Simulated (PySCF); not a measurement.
Computed IR spectrum (relative IR intensity) of a molecule C2H5FSi. Geometry optimised at B3LYP-D3(BJ)/def2-SVP. One conformer was computed; it need not be the lowest. Level of theory: B3LYP-D3(BJ)/def2-SVP in PySCF. Frequencies are harmonic and unscaled.

| ν (cm⁻¹) | relative intensity |
|---|---|
| 414 | 7.1 |
| 666 | 4.5 |
| 696 | 49 |
| 854 | 9.2 |
| 930 | 100 |
| 973 | 50 |
| 1001 | 9.5 |
| 1021 | 27 |
| 1038 | 5.4 |
| 1418 | 5.9 |
| 1667 | 3.6 |
| 2234 | 62 |
| 2238 | 46 |
| 3117 | 4.0 |
| 3214 | 2.0 |

### Question
Identify the compound among the candidates.
A) C=C(F)[SiH3]
B) C=C[SiH2]F
C) F/C=C\[SiH3]

### Answer
B, C=C[SiH2]F
